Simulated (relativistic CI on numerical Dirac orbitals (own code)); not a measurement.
**Transition arrays of Te12+**

Computed by Dirac-Coulomb-Breit CI, KLI orbitals optimised for each configuration, model QED, valence Slater integrals scaled by 0.9, whole transition arrays (own radial code, finite nucleus).

Configurations in the expansion (outside the closed core [Ar] 3d10 4s2): 4p6 4d4, 4p6 4d3 4f, 4p5 4d5, 4p6 4d3 5p, 4p6 4d3 5f. Levels of other configurations are missing.

All E1 lines from the levels of 4p6 4d4; mean and standard deviation are weighted by gf, and upper levels are sorted by their leading configuration.

```
Upper configuration  Lines    Σgf  Mean (eV)  Mean (nm)  σ (eV)  Strongest line (nm)
         4p6 4d3 4f   2698  875.6     104.80     11.831    2.68               11.813
            4p5 4d5   3241  616.8     105.62     11.739    4.55               11.528
         4p6 4d3 5p   1849  351.8     103.15     12.020    2.49               11.764
         4p6 4d3 5f   2825    2.1     162.76      7.618    2.45                7.620
```

Σgf per state of the lower configuration in bins of 0.05 nm over the central range (centre: value): 11.18: 0.02, 11.23: 0.05, 11.28: 0.05, 11.33: 0.05, 11.38: 0.03, 11.43: 0.11, 11.48: 0.20, 11.53: 0.35, 11.58: 0.39, 11.63: 0.50, 11.68: 0.76, 11.73: 0.54, 11.78: 1.22, 11.83: 1.61, 11.88: 0.80, 11.93: 0.46, 11.98: 0.28, 12.03: 0.13, 12.08: 0.13, 12.13: 0.14, 12.18: 0.07, 12.23: 0.13, 12.28: 0.09, 12.33: 0.13, 12.38: 0.07, 12.43: 0.06, 12.48: 0.04, 12.53: 0.03.

**Question.** How do configuration mixing and the scaling of the Slater integrals move the arrays?

**Answer.** Slater scale 0.9, no configuration mixing: 4p6 4d3 4f 97.1 ± 4.4 eV (Σgf 843.3), 4p5 4d5 95.7 ± 7.8 eV (Σgf 726.9), 4p6 4d3 5p 100.9 ± 2.1 eV (Σgf 117.6), 4p6 4d3 5f 161.6 ± 2.3 eV (Σgf 19.3); Slater scale 1: 4p6 4d3 4f 106.8 ± 2.8 eV (Σgf 951.7), 4p5 4d5 107.8 ± 4.5 eV (Σgf 632.7), 4p6 4d3 5p 104.0 ± 3.4 eV (Σgf 293.7), 4p6 4d3 5f 162.9 ± 3.1 eV (Σgf 1.6); Slater scale 0.8: 4p6 4d3 4f 102.8 ± 2.8 eV (Σgf 815.5), 4p5 4d5 103.4 ± 4.8 eV (Σgf 487.4), 4p6 4d3 5p 102.4 ± 2.0 eV (Σgf 507.2), 4p6 4d3 5f 162.5 ± 2.0 eV (Σgf 2.6). With mixing, levels are counted to their leading configuration, so an array can shrink or vanish into another, and the sums then hold other lines.
